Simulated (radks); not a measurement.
Br II, configuration [Ar] 3d10 4s2 4p4. Calculated with a radial shooting solver on a logarithmic mesh with Libxc functionals: non-relativistic Kohn-Sham, PBE, spin-unpolarised, spherical densities, point nucleus; hard spherical wall at 2.5 bohr.

Unscreened Slater integrals over Kohn-Sham orbitals (cm^-1). Empty in this configuration: 4d.

integral    value
F0(4p,4p)  137100
F2(4p,4p)   77973
F0(4p,4s)  139170
G1(4p,4s)   99271
F0(4p,3d)  169440
F2(4p,3d)   44544
G1(4p,3d)   16824
G3(4p,3d)   15738
F0(4p,3p)  170280
F2(4p,3p)   42958
G0(4p,3p)   11948
G2(4p,3p)   14056
F0(4p,4d)  134690
F2(4p,4d)   74485
G1(4p,4d)   91854
G3(4p,4d)   60865
F0(4s,4s)  141470
F0(4s,3d)  173770
G2(4s,3d)   17675
F0(4s,3p)  174680
G1(4s,3p)   14249
F0(4s,4d)  136480
G2(4s,4d)   71583
F0(3d,3d)  338270
F2(3d,3d)  161130
F4(3d,3d)  101190
F0(3d,3p)  340760
F2(3d,3p)  163100
G1(3d,3p)  196940
G3(3d,3p)  122010
F0(3d,4d)  169680
F2(3d,4d)   45202
F4(3d,4d)   22582
G0(3d,4d)   19928
G2(3d,4d)   21705
G4(3d,4d)   16123
F0(3p,3p)  346700
F2(3p,3p)  173870
F0(3p,4d)  169880
F2(3p,4d)   42218
G1(3p,4d)   15637
G3(3p,4d)   13677
F0(4d,4d)  133060
F2(4d,4d)   73006
F4(4d,4d)   52067

Derived for the open shells (J is the average intra-shell exchange parameter used in DFT+U). 4p: J = F2/5 = 15590 cm^-1; in LS coupling 1D lies 6 F2/25 = 18710 cm^-1 above 3P.
